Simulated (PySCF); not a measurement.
## Radial density of Ga (gallium, neutral)

UHF, [Ar] 3d10 4s2 4p1, 2P determinant. Calculation: PySCF 2.14, in cc-pVTZ-DK (6s5p3d1f, 43 functions); the spin-free X2C one-electron Hamiltonian (Gaussian nucleus).

| r (bohr) | 4πr²ρ (e/bohr) | 4πr²(ρα − ρβ) |
| --- | --- | --- |
| 0.000842 | 0.2934 | 0.0000 |
| 0.00142 | 0.7280 | 0.0000 |
| 0.00238 | 1.768 | 0.0000 |
| 0.00401 | 4.144 | 0.0000 |
| 0.00674 | 9.164 | -0.0001 |
| 0.0113 | 18.28 | -0.0001 |
| 0.0191 | 30.50 | 0.0000 |
| 0.0321 | 38.01 | 0.0010 |
| 0.0539 | 33.00 | 0.0047 |
| 0.0907 | 32.65 | 0.0108 |
| 0.153 | 43.97 | 0.0060 |
| 0.257 | 27.29 | -0.0098 |
| 0.432 | 23.95 | 0.0078 |
| 0.726 | 21.78 | -0.0067 |
| 1.22 | 5.676 | 0.0506 |
| 2.05 | 1.653 | 0.2709 |
| 3.46 | 0.6246 | 0.2746 |
| 5.81 | 0.07955 | 0.0626 |
| 9.78 | 0.0004773 | 0.0004 |

Densities and radii are taken from the X2C orbitals without a picture-change correction, which distorts them close to the nucleus.

(1) Where is the radial spin density 4πr²(ρα − ρβ) most negative, and why is it negative at all?

Answers

(1) Around r = 0.257 bohr, down to -0.0098 e/bohr: exchange with the open shell polarises the paired shells in an unrestricted calculation.
